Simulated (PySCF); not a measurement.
C2H7BFNO, SMILES CNB(F)OC.

Geometry optimised at r2SCAN-D4/def2-SVP. The structure was generated by enumeration, and PubChem lists no compound with its InChIKey, so it may never have been made. Other conformers were not sampled.

Calculation: r2SCAN-D4/def2-SVP in PySCF.

Frequencies are harmonic and unscaled.

Computed harmonic wavenumbers and intensities:
```csv
mode,ν (cm⁻¹),IR (km/mol),moving atoms (share of kinetic energy)
1,110,0.5,"H 61 %, C 17 %, N 11 %"
2,131,0.2,"H 83 %, N 11 %"
3,148,1.1,"H 64 %, N 11 %, F 9 %"
4,189,1.2,"C 49 %, H 29 %, F 11 %"
5,190,0.4,"O 35 %, H 30 %, N 18 %, F 9 %"
6,270,0.7,"C 32 %, F 30 %, H 19 %, N 11 %"
7,463,11.7,"F 37 %, C 20 %, O 16 %, N 13 %, H 9 %"
8,536,4.0,"O 39 %, C 15 %, H 14 %, N 13 %, F 11 %"
9,538,69.9,H 91 %
10,651,52.5,B 81 %
11,783,7.7,"F 31 %, N 29 %, H 14 %, O 13 %, C 12 %"
12,1086,63.6,"H 43 %, C 29 %, O 11 %, B 9 %"
13,1102,12.0,"H 39 %, C 23 %, O 16 %, N 9 %"
14,1145,0.2,"H 76 %, C 19 %"
15,1162,3.9,"H 40 %, C 28 %, N 18 %, O 12 %"
16,1175,0.5,"H 76 %, C 19 %"
17,1212,14.0,"H 53 %, C 22 %, N 11 %"
18,1327,174.5,"H 48 %, B 24 %, O 16 %, C 11 %"
19,1403,272.4,"B 43 %, H 33 %, C 9 %"
20,1452,115.7,"H 78 %, C 13 %"
21,1469,46.0,"H 74 %, B 13 %"
22,1473,3.3,H 97 %
23,1476,8.2,H 97 %
24,1479,8.2,H 95 %
25,1493,82.4,"H 79 %, B 10 %"
26,1586,393.9,"B 34 %, H 32 %, N 29 %"
27,2983,56.9,H 97 %
28,3006,80.9,H 97 %
29,3060,46.6,"H 90 %, C 10 %"
30,3073,40.6,"H 90 %, C 10 %"
31,3132,25.6,"H 91 %, C 9 %"
32,3159,5.9,"H 91 %, C 9 %"
33,3631,17.2,H 93 %
```
